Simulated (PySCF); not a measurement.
# Ho⁵³⁺: ionisation energy

Ho⁵³⁺ [Ne] 3s2 3p2 [3p1/2^2, M_J = 0] → Ho⁵⁴⁺ [Ne] 3s2 3p1 [3p1/2^1, M_J = 1/2], as a difference of total energies. Calculation: PySCF 2.14, in an uncontracted even-tempered set (18 s from 15 bohr⁻², ratio 2.4; 14 p from 19 bohr⁻², ratio 2.4; 4 d from 65 bohr⁻², ratio 2.6; 4 f from 98 bohr⁻², ratio 2.6); the two-component X2C-1e Hamiltonian. Correlated levels: 1s2 frozen; the 54 highest virtual spinors dropped. "Screened" scales the spin-orbit matrix elements by Boettger's factors to mimic the two-electron term; Breit and QED terms are absent.

```tsv
method	ionisation energy (eV)
GHF (spin-free)	4993.4
GMP2 (spin-free)	4994.2
GHF (screened spin-orbit)	5139.7
GMP2 (screened spin-orbit)	5141.5
```

Breit and QED terms and the two-electron picture change are absent.

The spin-free rows relax to the high-spin LS determinant and lack the spin-orbit shift.

The labels give the starting determinants; with spin-orbit coupling the two ends relaxed to ⟨J²⟩ = 0.00, ⟨L²⟩ = 1.35, ⟨S²⟩ = 1.35 and ⟨J²⟩ = 0.75, ⟨L²⟩ = 2.02, ⟨S²⟩ = 0.77.

For comparison: 5135 ± 5 eV (theoretical estimate listed by NIST; NIST Atomic Spectra Database, ionization energies).
